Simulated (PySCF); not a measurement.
SMILES c1coc([SiH2]Cc2cccs2)c1, GFN2-xTB optimised geometry.

```
22

C     -0.21    -2.27     0.00
C      1.16    -2.27     0.00
O      1.63    -1.02     0.00
C      0.57    -0.18     0.00
Si     0.90     1.66    -0.04
C      0.34     2.34    -1.75
C     -1.00     1.83    -2.11
C     -2.22     2.27    -1.68
C     -3.30     1.50    -2.17
C     -2.89     0.48    -2.95
S     -1.18     0.43    -3.12
C     -0.59    -0.92     0.00
H     -0.85    -3.13     0.00
H      1.87    -3.07     0.00
H      2.33     1.90     0.13
H      0.10     2.32     1.00
H      1.06     2.04    -2.52
H      0.33     3.43    -1.72
H     -2.33     3.13    -1.04
H     -4.33     1.71    -1.94
H     -3.49    -0.26    -3.46
H     -1.58    -0.52     0.00
```

Density from PBE0/def2-SVP run with PySCF at that geometry.

Minimum of the electron density along straight lines between bonded atoms, close to the bond critical point (lines longer than 1.1 times the sum of covalent radii, or with two minima, are not listed):

| bond | length / Å | ρ at the minimum / e bohr⁻³ | ∇²ρ there / e bohr⁻⁵ | position (fraction from the first atom) |
|---|---|---|---|---|
| C1–C2 | 1.362 | 0.326 | -0.83 | 0.48 |
| C2–O3 | 1.338 | 0.294 | [?] | 0.33 |
| O3–C4 | 1.356 | 0.278 | [?] | 0.67 |
| C4–Si5 | 1.871 | 0.114 | 0.38 | 0.62 |
| Si5–C6 | 1.923 | [?] | 0.28 | 0.38 |
| C6–C7 | 1.481 | 0.258 | -0.59 | 0.48 |
| C7–C8 | 1.361 | 0.322 | -0.81 | 0.51 |
| C8–C9 | 1.414 | 0.295 | -0.72 | 0.50 |
| C9–C10 | 1.355 | 0.324 | -0.82 | 0.49 |
| C7–S11 | 1.736 | 0.211 | -0.44 | 0.47 |
| C10–S11 | 1.722 | 0.215 | -0.46 | 0.47 |
| C1–C12 | 1.411 | 0.293 | -0.70 | 0.50 |
| C4–C12 | 1.370 | 0.321 | -0.81 | 0.51 |
| C1–H13 | 1.071 | 0.285 | -1.10 | 0.63 |
| C2–H14 | 1.073 | 0.290 | -1.17 | 0.65 |
| Si5–H15 | 1.463 | 0.118 | 0.32 | 0.49 |
| Si5–H16 | 1.467 | 0.117 | 0.31 | 0.49 |
| C6–H17 | 1.090 | 0.273 | -0.98 | 0.63 |
| C6–H18 | 1.090 | 0.272 | -0.97 | 0.63 |
| C8–H19 | 1.076 | 0.283 | -1.07 | 0.63 |
| C9–H20 | 1.076 | 0.283 | -1.09 | 0.63 |
| C10–H21 | 1.072 | 0.285 | -1.11 | 0.64 |
| C12–H22 | 1.071 | 0.286 | -1.12 | 0.64 |

Some entries are withheld; supply them.


- C2–O3, ∇²ρ there / e bohr⁻⁵: 0.07
- O3–C4, ∇²ρ there / e bohr⁻⁵: 0.09
- Si5–C6, ρ at the minimum / e bohr⁻³: 0.107
